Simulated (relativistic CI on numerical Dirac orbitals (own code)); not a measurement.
Hyperfine structure of Ir28+, mass number 193

Calculated at this level of theory: Dirac-Coulomb-Breit CI, KLI orbitals optimised for each configuration, model QED (radiative potential, 1s self-energy scaled to tabulated hydrogen-like ionisation energies), unscaled Slater integrals (own radial code, finite nucleus).

Configuration list (outside the closed core [Ar] 3d10): 4s2 4p6 4d10 4f3, 4s2 4p6 4d9 4f4, 4s2 4p6 4d10 4f2 5s, 4s2 4p6 4d10 4f2 5p, 4s2 4p6 4d10 4f 5s2, 4s2 4p6 4d10 4f 5s 5p, 4s2 4p5 4d10 4f4, 4s2 4p6 4d10 4f2 5d, 4s2 4p6 4d10 4f 5p2, 4s2 4p6 4d10 4f 5s 5d, 4s 4p6 4d10 4f4, 4s2 4p6 4d9 4f2 5s2, 4s2 4p6 4d10 4f2 5f, 4s2 4p6 4d10 4f2 6s, 4s2 4p6 4d10 4f 5d2, 4s2 4p6 4d10 4f2 6p. Levels of other configurations are missing.

Nuclear spin I = 3/2, μ = 0.163 μN, Q = 0.751 b (tables of Stone and Pyykkö). The electronic factors are computed for point nuclear moments, without core polarisation or the Bohr-Weisskopf and QED corrections.

```
                    Level   E (eV)  A (MHz)  B (MHz)
 4s2 4p6 4d10 4f3 4I°_9/2   0.0000    553.1     1050
4s2 4p6 4d10 4f3 4I°_11/2   3.4145    427.8     1360
 4s2 4p6 4d10 4f3 4F°_3/2   5.1406    584.7     -597
4s2 4p6 4d10 4f3 4I°_13/2   6.1546    373.9     1990
 4s2 4p6 4d10 4f3 4F°_5/2   7.3803    438.1      790
4s2 4p6 4d10 4f3 4I°_15/2   8.4111    351.9     2870
 4s2 4p6 4d10 4f3 4G°_5/2   8.5317    521.3    -2310
 4s2 4p6 4d10 4f3 4G°_7/2  10.1475    364.7     1600
```

Levels with J = 0, under 50 % of one LS term, or S terms without an open s electron are left out. Small factors come from cancelling terms and can be off by tens of per cent or more.

At this charge energies of transitions that change n are usually good to better than 1 %, and those within a shell (Δn = 0) to a few per cent. Terms inside the open d or f shell come out 10 to 20 % too wide with unscaled integrals.

Task: Give the hyperfine levels of 4s2 4p6 4d10 4f3 4I°_9/2 relative to its centre of gravity.

Result: With K = F(F + 1) − I(I + 1) − J(J + 1), E = AK/2 + B[¾K(K + 1) − I(I + 1)J(J + 1)]/[2I(2I − 1)J(2J − 1)]: F = 3: -4084, F = 4: -2569, F = 5: -20.61, F = 6: 3995 MHz.

LS names give the leading component of a level, which can be under half, so a name can repeat, a term be missing and a line seem to break the LS rules.
